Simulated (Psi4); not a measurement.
Psi4 input (wB97X-D/6-311+G**):

```
memory 1500 MB

molecule {
1 1
B     0.75463700    0.20855000    0.04226600
N    -0.50761300   -0.14028300   -0.02843000
H     1.87925600    0.51934700    0.10525400
H    -1.28046000    0.52232700    0.05508600
H    -0.81868700   -1.10244200   -0.17265600
symmetry c1
no_reorient
no_com
}

set {
  basis 6-311+G**
  reference rks
  scf_type pk
  dft_radial_points 99
  dft_spherical_points 590
  e_convergence 1e-8
  d_convergence 1e-7
  maxiter 150
}

e = energy('wb97x-d')
print_out(f'\nFINAL {e:.10f} DIPOLE {variable("CURRENT DIPOLE")[0]:.6f} {variable("CURRENT DIPOLE")[1]:.6f} {variable("CURRENT DIPOLE")[2]:.6f}\n')
```

From the output:

```
    One-Electron Energy =                -160.3328913910566200
    Two-Electron Energy =                  58.9708411299093100
    DFT Exchange-Correlation Energy =      -8.0922587413949483
    Empirical Dispersion Energy =          -0.0004099545771123
    VV10 Nonlocal Energy =                  0.0000000000000000
    Total Energy =                        -81.1059095985952894

Computation Completed

Properties will be evaluated at   0.000000,   0.000000,   0.000000 [a0]

Properties computed using the SCF density matrix

 Multipole Moments:

 ------------------------------------------------------------------------------------
     Multipole            Electronic (a.u.)      Nuclear  (a.u.)        Total (a.u.)
 ------------------------------------------------------------------------------------

 L = 1.  Multiply by 2.5417464519 to convert [e a0] to [Debye]
 Dipole X            :          0.1896423            0.0000057            0.1896479
 Dipole Y            :          0.0524097            0.0000019            0.0524116
 Dipole Z            :          0.0106137            0.0000076            0.0106212
 Magnitude           :                                                    0.1970435

 ------------------------------------------------------------------------------------

FINAL -81.1059095986 DIPOLE 0.189648 0.052412 0.010621

*** Psi4 exiting successfully. Buy a developer a beer!
```

The dipole moment of an ion depends on the origin.

The geometry given is a B3LYP-D3(BJ)/def2-TZVP minimum.
